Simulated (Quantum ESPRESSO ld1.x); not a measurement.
Input file for ld1.x (Quantum ESPRESSO 7.5):

```
 &input
    zed=71.6,
    iswitch=1,
    rel=2,
    dft='BLYP',
    config='[Xe] 4f14 5d2',
    rel_dist='energy',
    verbosity='high',
    lsmall=.true.,
    prefix='ld1',
    max_out_wfc=37,
    file_charge='ld1.rho',
 /
```

Command: `OMP_NUM_THREADS=1 ld1.x < ld1.in > ld1.out`

Output (excerpt):

```
     Program LD1 v.7.5 starts

     --------------------------- All-electron run ----------------------------

     dirac relativistic calculation

     atomic number is 71.60
     dft =BLYP   lsd =0 sic =0 latt =0  beta=0.20 tr2=1.0E-14
     Exchange-correlation= BLYP
                           (   1   3   1   3   0   0   0)
     mesh =2111 r(mesh) = 100.37417 a.u. xmin = -8.00 dx = 0.00800
     1 Ry =  13.60569312 eV, c = 137.03599908

     n l j   nl                  e(Ry)          e(Ha)          e(eV)
     Spin orbit split results
     1 0 0.5 1S 1( 2.00)   -4733.227995743   -2366.613997872 -64398.8475912
     2 0 0.5 2S 1( 2.00)    -808.077317439    -404.038658720 -10994.4520007
     2 1 0.5 2P 1( 2.00)    -771.581718268    -385.790859134 -10497.9040781
     2 1 1.5 2P 1( 4.00)    -686.166559478    -343.083279739  -9335.7716395
     3 0 0.5 3S 1( 2.00)    -184.282977282     -92.141488641  -2507.2976367
     3 1 0.5 3P 1( 2.00)    -168.128596295     -84.064298147  -2287.5060864
     3 1 1.5 3P 1( 4.00)    -149.859502885     -74.929751442  -2038.9424078
     4 0 0.5 4S 1( 2.00)     -37.536590454     -18.768295227   -510.7113306
     4 1 0.5 4P 1( 2.00)     -30.937650092     -15.468825046   -420.9281731
     4 1 1.5 4P 1( 4.00)     -26.763242519     -13.381621259   -364.1324647
     3 2 1.5 3D 1( 4.00)    -122.501322462     -61.250661231  -1666.7154006
     3 2 2.5 3D 1( 6.00)    -118.515210409     -59.257605205  -1612.4815832
     5 0 0.5 5S 1( 2.00)      -5.493581699      -2.746790850    -74.7439867
     5 1 0.5 5P 1( 2.00)      -3.647979666      -1.823989833    -49.6332919
     5 1 1.5 5P 1( 4.00)      -3.105378922      -1.552689461    -42.2508326
     4 2 1.5 4D 1( 4.00)     -15.922147403      -7.961073702   -216.6318514
     4 2 2.5 4D 1( 6.00)     -15.158773016      -7.579386508   -206.2456138
     4 3 2.5 4F 1( 6.00)      -1.835276911      -0.917638456    -24.9702144
     4 3 3.5 4F 1( 8.00)      -1.713732979      -0.856866489    -23.3165250
     5 2 1.5 5D 1( 2.00)      -0.923351022      -0.461675511    -12.5628307
     5 2 2.5 5D 1( 0.00)      -0.888756343      -0.444378171    -12.0921461
     Averaged results
     1 0     1S 1( 2.00)   -4733.227995743   -2366.613997872 -64398.8475912
     2 0     2S 1( 2.00)    -808.077317439    -404.038658720 -10994.4520007
     2 1     2P 1( 6.00)    -714.638279075    -357.319139537  -9723.1491190
     3 0     3S 1( 2.00)    -184.282977282     -92.141488641  -2507.2976367
     3 1     3P 1( 6.00)    -155.949200688     -77.974600344  -2121.7969673
     4 0     4S 1( 2.00)     -37.536590454     -18.768295227   -510.7113306
     4 1     4P 1( 6.00)     -28.154711710     -14.077355855   -383.0643675
     3 2     3D 1(10.00)    -120.109655230     -60.054827615  -1634.1751102
     5 0     5S 1( 2.00)      -5.493581699      -2.746790850    -74.7439867
     5 1     5P 1( 6.00)      -3.286245836      -1.643122918    -44.7116524
     4 2     4D 1(10.00)     -15.464122771      -7.732061386   -210.4001088
     4 3     4F 1(14.00)      -1.765823236      -0.882911618    -24.0252491
     5 2     5D 1( 2.00)      -0.902594214      -0.451297107    -12.2804199

     final scf error:  3.8E-15 reached in  34 iterations

     Etot =  -29780.042845 Ry,  -14890.021423 Ha, -405178.124140 eV

     Ekin =   33274.083114 Ry,   16637.041557 Ha,  452716.963799 eV
     Encl =  -74075.148017 Ry,  -37037.574008 Ha,-1007843.731955 eV
     Eh   =   11635.761387 Ry,    5817.880694 Ha,  158312.598691 eV
     Exc  =    -614.739330 Ry,    -307.369665 Ha,   -8363.954674 eV
```

Run on one thread of a shared host, so times are rough (Intel(R) Xeon(R) Processor @ 2.60GHz): 0.85 s of CPU time, 1 s wall, 34 iterations on 2111 mesh points.
